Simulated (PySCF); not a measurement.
## Diatomic cations of Al with group 15

PBE with triple-zeta basis sets in PySCF, for the lowest determinant that a PBE0 search found; no spin–orbit coupling. De refers to high-spin ground-configuration atoms (the charge goes to the atom of lower measured ionisation energy or higher electron affinity, which is not always the lowest computed limit). A positive dipole points towards Al; it is taken about the centre of mass and depends on that origin.

```json
{"M": "N", "basis": "def2-TZVPPD", "charged atom": "Al+", "state (unpaired electrons)": "quartet (σ ↑, π ↑↑)", "Re (Å)": "2.016", "ωe (cm⁻¹)": "422", "De (eV)": "0.64", "μ (D)": "2.78"}
{"M": "P", "basis": "def2-TZVPPD", "charged atom": "Al+", "state (unpaired electrons)": "quartet (σ ↑, π ↑↑)", "Re (Å)": "2.463", "ωe (cm⁻¹)": "281", "De (eV)": "0.96", "μ (D)": "2.92"}
{"M": "As", "basis": "def2-TZVPPD", "charged atom": "Al+", "state (unpaired electrons)": "quartet (σ ↑, π ↑↑)", "Re (Å)": "2.579", "ωe (cm⁻¹)": "224", "De (eV)": "1.01", "μ (D)": "4.99"}
{"M": "Sb", "basis": "def2-TZVPPD", "charged atom": "Al+", "state (unpaired electrons)": "quartet (σ ↑, π ↑↑)", "Re (Å)": "2.795", "ωe (cm⁻¹)": "193", "De (eV)": "1.09", "μ (D)": "5.39"}
```

**Question.** By what factor does the harmonic wavenumber vary along the series?

**Answer.** At PBE it runs from 193 cm⁻¹ (AlSb⁺) to 422 cm⁻¹ (AlN⁺), a factor of 2.19.

Down a group the atoms grow and get heavier, so bonds lengthen and wavenumbers fall; this series shows no clear exception.

Spin–orbit coupling is left out, which matters for elements this heavy, above all for dissociation energies. For an ion De counts to the pair picked by the measured ionisation energies or electron affinities, which need not be the lowest pair at this level. States were picked by a PBE0 search and need not be the measured ground states.
